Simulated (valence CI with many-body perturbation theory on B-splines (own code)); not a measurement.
**Which ion has this spectrum?**

A relativistic CI+MBPT calculation for an atom or ion with 40 electrons gives these levels (cm⁻¹):

| J | Parity | E | g |
| --- | --- | --- | --- |
| 0 | even | 0 |  |
| 1 | even | 237747 | 1.50 |
| 4 | even | 285144 | 1.06 |
| 2 | even | 293316 | 1.20 |
| 3 | even | 305267 | 1.12 |
| 0 | even | 508599 |  |
| 2 | even | 510062 | 1.29 |
| 4 | even | 521697 | 1.14 |
| 3 | even | 526185 | 1.18 |
| 5 | even | 543531 | 1.08 |
| 6 | even | 557093 | 1.07 |
| 1 | even | 558390 | 1.07 |
| 3 | even | 570862 | 1.06 |
| 4 | even | 574972 | 1.03 |

The energies are calculated, and their last digits are not significant.

(1) Which is it?
A. Hg40+
B. Pb42+
C. At45+
D. Bi43+

## Answers

(1) D. Bi43+, ground level (4d3/2^4) J=0.
